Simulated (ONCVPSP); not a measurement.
cobalt (Co): excitation energies, all-electron against ONCV

```
Element                 : cobalt
Generator               : ONCVPSP 4.0.1
Type                    : optimised norm-conserving Vanderbilt (ONCV)
Functional              : PBE
Relativity              : scalar-relativistic
Frozen core             : [Ne]
Valence charge          : 17
Reference configuration : 3s2 3p6 3d7 4s2
Partial waves           : 3s+4s: rc 1.30 bohr, ncon 4, nbas 7, qcut 7.7 1/bohr, 2 projectors; 3p: rc 0.80 bohr, ncon 3, nbas 6, qcut 10.5 1/bohr, 2 projectors, debl 0.3 Ha; 3d: rc 1.40 bohr, ncon 4, nbas 9, qcut 13.6 1/bohr, 2 projectors, debl 1.5 Ha
Local potential         : polynomial inside 0.70 bohr (lpopt 3, dvloc0 6 Ha)
Core correction         : none
```

In the p channel the program set the typed energies aside and used -2.412, 0.250 Ha.

Energies are relative to the spin-unpolarised reference configuration 3s2 3p6 3d7 4s2; without spin polarisation the order of configurations can differ from experiment.

Task: Give the all-electron excitation energy and the error of the potential for: 3s2 3p6 3d7 4s1; 3s2 3p6 3d7 4s0; 3s2 3p6 3d6 4s0; 3s2 3p6 3d5 4s0.

Result:

```csv
valence configuration,charge,ΔE all-electron (eV),error AE − PS (meV)
3s2 3p6 3d7 4s1,+1,9.031,+0.2
3s2 3p6 3d7 4s0,+2,25.816,+3.0
3s2 3p6 3d6 4s0,+3,61.686,+2.8
3s2 3p6 3d5 4s0,+4,117.037,+121
```

Levels in the configuration 3s2 3p6 3d6 4s0:

```json
{"level": "3s", "all-electron (eV)": "-140.748", "pseudo (eV)": "-140.798"}
{"level": "3p", "all-electron (eV)": "-103.762", "pseudo (eV)": "-103.775"}
{"level": "3d", "all-electron (eV)": "-45.166", "pseudo (eV)": "-45.129"}
```
